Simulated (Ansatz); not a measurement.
Gas-phase electronic energies from Ansatz, PBE0-D4/def2-TZVP geometries. CCSD(T)/CBS is the MP2 limit (def2-TZVPP, def2-QZVPP) plus CCSD(T) − MP2 in def2-TZVPP, frozen cores. This one scheme is used for every species. DFT in def2-TZVPP. For Ge outer-core shells are correlated without core-valence functions, which leaves a few kJ/mol of doubt a bond. Scalar relativity is left out up to krypton. One conformer a species, not always the lowest.

Reaction (redistribution): `[CH3][Ge]([NH2])([F])[F]` + `N[B](N)[AlH2]` → `[CH3][Ge]([F])([F])[AlH2]` + `NB(N)N`

| level | ΔE (eV) |
| --- | --- |
| RPA@PBE/def2-TZVPP | -0.84 |
| CCSD/CBS(def2) | -0.98 |

Q: What does CCSD(T)/CBS give? (Best estimate.)

A: The calculation gave: -0.95 eV. The listed levels differ from it by 0.11, -0.03 eV.

Largest T1 diagnostic among the species: 0.012.

At CCSD(T), def2-SVP lies +0.10 eV from the extrapolated value and def2-TZVPP +0.07 eV. Leaving LDA and LC-ωPBE aside and taking each functional with its dispersion term where it has one, the values, not all of them listed here, spread over 0.10 eV, from BHLYP-D4 to ωB97X-V. In def2-TZVPP, CCSD(T) changes the Hartree–Fock value by +0.15 eV (the triples alone add +0.03 eV) and MP2 by +0.14 eV.
